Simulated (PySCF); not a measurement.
C₄H₅Br.

```xyz
10

C     -0.9564    -2.7271     0.0000
C     -0.2235    -1.6415     0.0000
C      0.5188    -0.5657     0.0000
C      2.0170    -0.4975     0.0000
Br    -0.3652     1.1548     0.0000
H     -1.2781    -3.1999    -0.9357
H     -1.2781    -3.1999     0.9357
H      2.3805     0.0428    -0.8887
H      2.3805     0.0428     0.8887
H      2.4426    -1.5116     0.0000
```
Charge 0, spin multiplicity 1.

Coordinates come from a B3LYP-D3(BJ)/def2-SVP optimisation.

Calculation: PySCF with HF/pcSseg-1. Non-relativistic, no solvent.

Task: Give the absolute GIAO shielding of each atom: isotropic value and principal components (ppm). (The exact figures need the calculation; the answer reports its results.)

Result: 
```
atom  σ(iso)     σ11     σ22     σ33    span
----  ------  ------  ------  ------  ------
C1     105.8    15.1   124.0   178.2   163.2
C2     -33.6   -70.7   -41.9    11.8    82.5
C3      84.3    10.7   100.7   141.4   130.7
C4     165.4   147.2   159.8   189.3    42.2
Br5   2231.4  1718.6  2020.4  2955.3  1236.7
H6      26.4    23.9    24.7    30.4     6.5
H7      26.4    23.9    24.7    30.4     6.5
H8      29.4    24.9    28.0    35.5    10.6
H9      29.4    24.9    28.0    35.5    10.6
H10     29.6    24.8    27.3    36.9    12.0
```
